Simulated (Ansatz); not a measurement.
C₃H₈BFO, SMILES `CCOB(C)F` at its PBE0-D4/def2-TZVP geometry, where that method's forces vanish. The species carries charge 0 and has multiplicity 1.

```xyz
14

C     1.1924   -0.7783    1.6263
C    -0.1691   -0.1581    1.4234
O    -0.6085   -0.3270    0.0798
B    -0.3955    0.6035   -0.8709
C    -0.8681    0.3926   -2.3433
F     0.2378    1.7412   -0.5385
H     1.1806   -1.8336    1.3468
H     1.4886   -0.7027    2.6753
H     1.9458   -0.2675    1.0226
H    -0.9149   -0.6507    2.0514
H    -0.1531    0.9036    1.6836
H    -1.3674   -0.5653   -2.4866
H    -0.0164    0.4495   -3.0280
H    -1.5522    1.1926   -2.6421
```

What forces (eV/Å) does PBE-D4/def2-TZVPP give on these atoms in the Gaussian-basis code of Ansatz? (An estimate is asked.)

Ansatz gave: 
```
C1   0.033 -0.012  0.017
C2   0.077  0.035  0.253
O3  -0.286 -0.480 -0.121
B4  -0.115 -0.059 -0.357
C5   0.009 -0.020  0.076
F6   0.290  0.541  0.131
H7   0.009 -0.211 -0.050
H8   0.069  0.007  0.205
H9   0.154  0.095 -0.112
H10 -0.164 -0.102  0.147
H11  0.002  0.233  0.075
H12 -0.101 -0.184 -0.046
H13  0.153  0.010 -0.144
H14 -0.131  0.148 -0.073
```
